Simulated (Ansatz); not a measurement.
Pulling on the Se2–H6 bond in H4SeSi (SMILES [SiH3][SeH]) (multiplicity 1 held, fragments rigid). Energies count from the point at 1.472 Å.
Geometry at that point (charge 0, multiplicity 1):
```xyz
6

Si    -1.41090    -0.55973     0.05077
Se     0.70615     0.32303    -0.02769
H     -1.63371    -1.31771     1.30126
H     -2.30799     0.61378     0.00171
H     -1.66953    -1.44568    -1.10514
H      1.35469    -0.99720     0.03287
```

U- levels take the lowest unrestricted solution at each point, which mixes spins at long bonds. Active spaces are followed from a long bond inwards. Curves can end on different states.

Frozen-core correlation. Filled d and f shells under p-block atoms count as core.

Codes used: Ansatz (Gaussian basis) for Hartree–Fock, density functionals and correlated methods. Values without a source in brackets are computed.

Task: Give the energy at R = 4.711 Å at the level FIC-MRCISD+Q on CASSCF(4,3)/def2-TZVPP.

Result: 82.1 kcal/mol

Task: Give the energy at R = 4.711 Å at the level U-HF/def2-TZVPP.

Result: 58.3 kcal/mol

Task: Give the energy at R = 4.711 Å at the level U-CCSD(T)/def2-TZVPP.

Result: 82.5 kcal/mol

Doubts at one or more of the structures used: a spin-contaminated determinant (U-HF/def2-TZVPP, U-CCSD(T)/def2-TZVPP); active orbitals that take no part (FIC-MRCISD+Q on CASSCF(4,3)/def2-TZVPP).

Ansatz is a program for electronic structure.
